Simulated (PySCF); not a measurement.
## How the method moves the HOMO and LUMO of `[SiH3]c1ccco1`

Species: C₄H₆OSi.
Z-matrix (Å and degrees, PBE0-D3(BJ)/def2-SVP geometry), rows numbered from 1:
```
Si
C   1  1.8655
C   2  1.3724  1  132.19
C   3  1.4266  2  106.91  1  -179.78
C   4  1.3641  3  105.55  2     0.08
O   5  1.3425  4  110.66  3    -0.00
H   1  1.4939  2  111.25  3  -119.15
H   1  1.4937  2  111.10  3   120.04
H   1  1.4924  2  106.86  3     0.43
H   3  1.0885  2  125.88  1     0.34
H   4  1.0878  3  127.76  2  -179.93
H   5  1.0875  4  133.05  3  -179.95
```

Basis pcSseg-1 throughout (PySCF), one geometry. Geometry: PBE0-D3(BJ)/def2-SVP; no solvent, vibrations or thermal averaging.

Question: How do the orbital energies, the gap and the dipole change with the method?

Answer: 
```tsv
method	kind	HOMO (eV)	LUMO (eV)	gap (eV)	μ (D)	SCF cycles
BLYP	GGA	-5.60	-1.03	4.58	0.97	16
B97-D	GGA	-5.71	-1.09	4.61	0.99	15
KT3	GGA	-5.74	-1.13	4.61	0.94	17
OPBE	GGA	-5.75	-1.09	4.67	0.96	16
KT2	GGA	-5.76	-1.17	4.59	0.95	16
PBE	GGA	-5.79	-1.18	4.61	0.96	16
BP86	GGA	-5.89	-1.28	4.61	0.97	16
LDA	LDA	-5.98	-1.39	4.59	0.95	15
B97-2	global hybrid	-6.56	-0.33	6.23	1.02	13
B3LYP	global hybrid	-6.59	-0.48	6.11	1.01	14
PBE0	global hybrid	-6.81	-0.29	6.52	1.01	14
mPW1PW91	global hybrid	-6.83	-0.30	6.53	1.01	14
BHandHLYP	global hybrid	-7.63	0.74	8.37	1.07	13
CAM-B3LYP	range-separated hybrid	-8.04	0.85	8.90	0.99	13
wB97X-D	range-separated hybrid	-8.61	1.47	10.08	1.00	13
HF	Hartree–Fock	-8.80	3.26	12.06	1.19	11
LC-wPBE	range-separated hybrid	-9.40	1.91	11.32	0.95	14
```

The HOMO spans 3.80 eV, from BLYP down to LC-wPBE, and the gap runs from 4.58 eV (BLYP) to 12.06 eV (HF). Over the methods BLYP (0 %), B97-D (0 %), KT3 (0 %), OPBE (0 %), KT2 (0 %), PBE (0 %), BP86 (0 %), LDA (0 %), B97-2 (21 %), B3LYP (20 %), PBE0 (25 %), mPW1PW91 (25 %), BHandHLYP (50 %), HF (100 %), a straight line through the gap against the share of exact exchange rises by 0.75 eV for each 10 % (correlation coefficient 1.000). The dipole ranges from 0.94 D (KT3) to 1.19 D (HF). This basis has no diffuse functions.
